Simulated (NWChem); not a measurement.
Spin states of H₂OSSn

```xyz
5

Sn     0.4471    -0.3793     0.0000
O      1.2410     1.4501     0.0000
H      0.6145     2.1843     0.0000
S     -1.9063     0.3788     0.0000
H     -2.3947    -0.8814     0.0000
```
Charge 0, spin multiplicity 1.

Everything below was run with NWChem. All single points use one geometry, from PBE0/def2-SVP with def2 effective core potentials on Sn, a minimum by its harmonic frequencies. It is one conformer; others weren't searched.

Basis set: def2-SVP. The gap is E(triplet) − E(singlet) at the geometry of the singlet, so a negative value puts the higher spin lower. Open shells are unrestricted, coupled cluster uses restricted open-shell references, and the singlet is the closed-shell solution. The triplet is the single determinant that the SCF runs reached, with unpaired electrons in orbitals of symmetry a" and a' (Cs labels); it need not be the lowest triplet, which in molecules with degenerate π orbitals can need several determinants.

Effective core potentials replace the inner electrons of Sn; spin-orbit coupling is left out. The correlated methods keep 10 core orbitals frozen. The structure started from a generated list of species. The stability of the SCF solutions was not checked. Open-shell Hartree-Fock references start from PBE0 orbitals. Coupled-cluster values serve here as a point of comparison, not as the truth.

**Question.** Order these methods by the vertical singlet-triplet gap they give, lowest first: M06-2X, CR-CCSD(T), HF, LC-wPBE (omega 0.3 per bohr), B2PLYP.

**Answer.** HF (54.6 kcal/mol), M06-2X (64.0 kcal/mol), CR-CCSD(T) (67.1 kcal/mol), LC-wPBE (omega 0.3 per bohr) (68.5 kcal/mol), B2PLYP (71.5 kcal/mol)
